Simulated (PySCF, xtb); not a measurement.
CH3OS, SMILES C[S]=O (connectivity only; charge and spin as stated), charge -1, multiplicity 1.

Harmonic wavenumbers (cm⁻¹) from GFN2-xTB run with xtb at its own minimum, in rising order: 134, 281, 618, 855, 863, 950, 1265, 1468, 1491, 2954, 2970, 3007.

Q: What does PBE-D3(BJ)/def2-SVPD run with PySCF give at its own minimum? (An estimate is asked for; the answer gives what the named calculation found.)

A: 206, 273, 606, 826, 867, 888, 1187, 1329, 1385, 2879, 2947, 2996. Paired by order, the mean absolute difference is 52 cm⁻¹ and the zero-point energies are 24.1 and 23.4 kcal/mol.
